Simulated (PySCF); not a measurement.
Al(Cl)(Me)(Et) (C3H8AlCl), SMILES C[CH2][Al]([CH3])[Cl].

Geometry optimised at B3LYP-D3(BJ)/def2-SVP. The structure was generated by enumeration; whether it is a known compound was not checked. Other conformers were not sampled.

Two levels are set side by side: PBE/def2-TZVP (PySCF) and PBE0/def2-TZVP (PySCF). Same geometry, gas phase. Differences are taken from unrounded values.

| quantity | PBE0 |
|---|---|
| orbital gap (eV) | 6.91 |
| highest occupied level (eV) | -7.57 |
| lowest empty level (eV) | -0.66 |
| dipole moment (D) | 2.13 |
| mean polarisability (bohr³) | 73.7 |

Question: What does PBE give, and how far is it from PBE0? (Estimate from the structure and the level; the computed values follow.)

Answer: 
```csv
quantity,PBE,PBE minus PBE0
orbital gap (eV),4.88,-2.03
highest occupied level (eV),-6.32,1.25
lowest empty level (eV),-1.44,-0.78
dipole moment (D),2.05,-0.08
mean polarisability (bohr³),76.8,3.1
```

Without exact exchange PBE keeps part of each electron's self-repulsion, which lifts occupied levels and narrows the gap. PBE's more diffuse valence density responds more strongly to a field. Differences between two approximate levels are no errors against the true value.

Rough cost on one machine, each run with all the roots and properties that it gave: PBE0 against PBE within a factor of 2.
